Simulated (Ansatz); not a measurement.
Reaction (ligand exchange at a B–N bond): `FB(F)N([SiH3])[SiH3]` + CH₃SH → `CSB(F)F` + `[SiH3]N[SiH3]`

Gas-phase electronic energies from Ansatz, PBE0-D4/def2-TZVP geometries. CCSD(T)/CBS adds triple-zeta CCSD(T) − MP2 to the extrapolated MP2 energy (def2 sets, frozen cores). This one scheme is used for every species. DFT in def2-TZVPP. One conformer a species, not always the lowest.

`FB(F)N([SiH3])[SiH3]`:

```xyz
12

F    -0.799   -1.717    1.875
B    -1.084   -1.012    0.789
F    -2.322   -1.132    0.310
N    -0.153   -0.169    0.147
Si   -0.668    0.703   -1.290
Si    1.495    0.060    0.701
H     0.516    1.481   -1.737
H    -1.079   -0.237   -2.360
H    -1.782    1.629   -0.976
H     1.724    1.500    0.979
H     2.438   -0.368   -0.365
H     1.714   -0.739    1.927
```

CH₃SH:

Cartesian coordinates in Å:
```
C -0.087 0.458 0.155
S -0.329 -0.990 -0.898
H -0.312 0.236 1.198
H -0.790 1.212 -0.199
H 0.923 0.855 0.063
H 0.595 -1.772 -0.319
```

`CSB(F)F`:

```xyz
8

C     0.042   -1.239    0.099
S     0.036    0.218    1.175
B    -0.048    1.540   -0.030
F    -0.070    2.795    0.380
F    -0.090    1.314   -1.333
H    -0.858   -1.273   -0.511
H     0.064   -2.108    0.756
H     0.925   -1.248   -0.537
```

`[SiH3]N[SiH3]`:

Cartesian coordinates in Å:
```
Si -1.023 1.050 0.536
N 0.505 0.357 0.135
Si 0.847 -1.178 -0.576
H -2.046 -0.015 0.389
H -1.384 2.192 -0.351
H -1.025 1.562 1.933
H 1.307 0.954 0.287
H -0.416 -1.955 -0.581
H 1.886 -1.906 0.203
H 1.349 -1.061 -1.974
```

CCSD(T)/CBS gives +9.3 kcal/mol.

Another level gave +8.5 kcal/mol. Which?
A. revPBE/def2-TZVPP
B. CCSD(T)/def2-TZVPP
C. BLYP/def2-TZVPP
D. B2PLYP/def2-TZVPP

D. B2PLYP 8.5, CCSD(T)/def2-TZVPP 9.7, BLYP 6.9, revPBE 5.5 kcal/mol.

Largest T1 diagnostic among the species: 0.012.

Leaving LDA and LC-ωPBE aside and taking each functional with its dispersion term where it has one, the values, not all of them listed here, spread over 3.7 kcal/mol, from revPBE-D4 to BHLYP-D4. LDA lies +1.9 kcal/mol from PBE without D4. From r2SCAN to r2SCAN0 (25 % exact exchange), in def2-TZVPP and without D4, ΔE moves by +0.8 kcal/mol. In def2-TZVPP, CCSD(T) changes the Hartree–Fock value by −0.9 kcal/mol (the triples alone add −0.4 kcal/mol) and MP2 by −1.6 kcal/mol.

CCSD(T)/CBS has its own doubt, a few kJ/mol and more with outer-core shells, so smaller differences from it don't rank the levels.
